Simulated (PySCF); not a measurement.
A GIAO shielding run with PySCF 2.14 (density fitting, non-relativistic, gas phase) on SMILES NCC1(N[SiH2]S)CC1, C$_{4}$H$_{12}$N$_{2}$SSi:

```
$ OMP_NUM_THREADS=1 python probes_run.py task.json out

{"job": {"kind": "nmr", "xc": "PBE0", "basis": "pcSseg-1"}, "charge": 0, "multiplicity": 1}
N     -1.554140    -1.793547    -0.662792
C     -0.669078    -0.743711    -1.134498
C     -0.386260     0.347468    -0.106283
N      0.251846    -0.106727     1.098022
Si     1.736170    -0.960474     1.203634
S      3.098638    -0.133894    -0.236669
C     -0.030130     1.725164    -0.591117
C     -1.371997     1.469148     0.032308
H     -2.444679    -1.397218    -0.378475
H     -1.147199    -2.254633     0.144775
H     -1.121712    -0.296505    -2.022694
H      0.275158    -1.211362    -1.428742
H     -0.388075    -0.203420     1.871539
H      2.219528    -0.711397     2.555095
H      1.735102    -2.376992     0.849306
H      2.872775     1.135704     0.056732
H      0.028608     1.896921    -1.654170
H      0.686599     2.288665    -0.013608
H     -2.244366     1.466810    -0.604490
H     -1.551937     1.870679     1.019090
```

Hardware: 1 thread of an Arm Neoverse N1, shared host. The job also computes population analyses, field gradients, ring-centre shieldings.

Problem. How large is the calculation?

Solution. 80 electrons, 210 basis functions and 1126 auxiliary functions.

Problem. How long does it take, and how much memory does it need?

Solution. 73 s of wall time, with 13 SCF cycles and 4 response iterations; peak memory 0.95 GiB. Times on a shared host scatter by some tens of per cent.
